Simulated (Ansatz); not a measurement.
Basis-set extrapolation for C3H8Si (`CC1C[SiH2]1`) (PBE0-D4/def2-TZVP geometry, frozen core, Ansatz). Multiplicity 1, RHF reference.

```tsv
	def2-TZVPP	def2-QZVPP
HF	-407.197908	-407.212473
MP2 correlation	-0.646877	-0.687878
CCSD(T) correlation	-0.722865	not run
```

Energies in hartree. Use E(X) = E(∞) + A·exp(−7.88·√X) for Hartree–Fock and E(X) = E(∞) + B·X^(−2.97) for correlation, with X = 3 and 4, and add CCSD(T) minus MP2 of the smaller set to the MP2 limit.

Question: What is the CCSD(T) energy at the basis-set limit?

Answer: HF limit: -407.212473 + (-0.014565) × 0.13774 = -407.21448. MP2 limit: -0.687878 + (-0.041001) × 0.74074 = -0.71825. Higher-order term: -0.722865 − (-0.646877) = -0.07599. Total: -408.00872 hartree, 55.2 kcal/mol below CCSD(T)/def2-TZVPP.
